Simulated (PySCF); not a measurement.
CH5N2S, charge +1, singlet, geometry from GFN2-xTB; BHANDHLYP/6-31G (PySCF).

Input for PySCF:
```python
from pyscf import gto, scf, dft

mol = gto.M(
    atom='''
N     1.13272355   -1.07190807   -0.25474547
C     0.11655556   -0.23660274   -0.05111200
N    -1.24763856   -0.93480136   -0.13643960
S     0.10764279    1.34012233    0.26005663
H     1.04219021   -2.05795163   -0.44565705
H     2.06805560   -0.69319618   -0.21595456
H    -1.95790376   -0.20395163    0.03487192
H    -1.35329073   -1.67200907    0.57652211
H    -1.41626422   -1.34826633   -1.06572110
''',
    basis='6-31g',
    charge=1,
    verbose=4,
)

mf = dft.RKS(mol)
mf.xc = 'bhandhlyp'
mf.kernel()
mf.analyze()
```

Question: Write the output that PySCF gives for this input, abridged.

Answer: 
```
PySCF version 2.14.0

[INPUT] verbose = 4
[INPUT] num. atoms = 9
[INPUT] num. electrons = 40
[INPUT] charge = 1
[INPUT] spin (= nelec alpha-beta = 2S) = 0
[INPUT] symmetry False subgroup None
[INPUT] Mole.unit = angstrom
[INPUT] Symbol           X                Y                Z      unit          X                Y                Z       unit  Magmom
[...]
nuclear repulsion = 165.978657776492
number of shells = 32
number of NR pGTOs = 132
number of NR cGTOs = 50
basis = 6-31g
ecp = {}

******** <class 'pyscf.dft.rks.RKS'> ********
method = RKS
initial guess = minao
damping factor = 0
level_shift factor = 0
DIIS = <class 'pyscf.scf.diis.CDIIS'>
diis_start_cycle = 1
diis_space = 8
diis_damp = 0
SCF conv_tol = 1e-09
SCF conv_tol_grad = None
SCF max_cycles = 50
direct_scf = True
direct_scf_tol = 1e-13
XC library pyscf.dft.libxc version 7.1.2
    S. Lehtola, C. Steigemann, M. J. T. Oliveira, and M. A. L. Marques,  SoftwareX 7, 1–5 (2018)
XC functionals = bhandhlyp
    A. D. Becke,  J. Chem. Phys. 98, 1372 (1993)
    Defined through Gaussian implementation.
radial grids:
    Treutler-Ahlrichs [JCP 102, 346 (1995); DOI:10.1063/1.469408] (M4) radial grids

becke partition: Becke, JCP 88, 2547 (1988); DOI:10.1063/1.454033
pruning grids: <function nwchem_prune>
grids dens level: 3
symmetrized grids: False
atomic radii adjust function: <function treutler_atomic_radii_adjust>
small_rho_cutoff = 0
Set gradient conv threshold to 3.16228e-05
Initial guess from minao.
tot grids = 109848
init E= -549.306846171954
[...]
cycle= 1 E= -548.220093925489  delta_E= 1.09  |g|= 0.58  |ddm|= 2.87
[...]
cycle= 2 E= -548.041706493095  delta_E= 0.178  |g|= 1.04  |ddm|= 3.06
[...]
cycle= 3 E= -548.346852934027  delta_E= -0.305  |g|= 0.0753  |ddm|= 1.79
[...]
cycle= 4 E= -548.347436892529  delta_E= -0.000584  |g|= 0.0627  |ddm|= 0.128
[...]
cycle= 5 E= -548.348338672773  delta_E= -0.000902  |g|= 0.00274  |ddm|= 0.0694
[...]
cycle= 6 E= -548.348345706168  delta_E= -7.03e-06  |g|= 0.00152  |ddm|= 0.0144
[...]
cycle= 7 E= -548.348346703092  delta_E= -9.97e-07  |g|= 0.000678  |ddm|= 0.00572
[...]
cycle= 8 E= -548.348346863646  delta_E= -1.61e-07  |g|= 0.000173  |ddm|= 0.00217
[...]
cycle= 9 E= -548.348346872795  delta_E= -9.15e-09  |g|= 6.04e-05  |ddm|= 0.000378
[...]
cycle= 10 E= -548.348346874155  delta_E= -1.36e-09  |g|= 7.49e-06  |ddm|= 0.000176
[...]
cycle= 11 E= -548.348346874179  delta_E= -2.39e-11  |g|= 6.78e-07  |ddm|= 2.39e-05
[...]
Extra cycle  E= -548.348346874181  delta_E= -1.59e-12  |g|= 7.18e-07  |ddm|= 3.94e-06
converged SCF energy = -548.348346874181
**** SCF Summaries ****
Total Energy =                        -548.348346874180834
Nuclear Repulsion Energy =             165.978657776491730
One-electron Energy =                -1072.836481812659713
Two-electron Energy =                  358.509477161987206
Two-electron Coulomb Energy =          404.926831535044983
DFT Exchange-Correlation Energy =      -46.417354373057790
HOMO-LUMO gap [eV] =                     7.682373214215325
**** MO energy ****
[...]
 ** Mulliken pop on meta-lowdin orthogonal AOs  **
 ** Mulliken pop  **
 ** Mulliken atomic charges  **
charge of    0N =     -0.33333
charge of    1C =      0.10744
charge of    2N =     -0.22676
charge of    3S =     -0.04981
charge of    4H =      0.26924
charge of    5H =      0.29932
charge of    6H =      0.32039
charge of    7H =      0.30675
charge of    8H =      0.30675

WARN: System has nonzero charge 1; the dipole moment is origin-dependent.
Location of origin: [0. 0. 0.]

Dipole moment(X, Y, Z, Debye): -3.06168, -7.01955, -1.26639
```
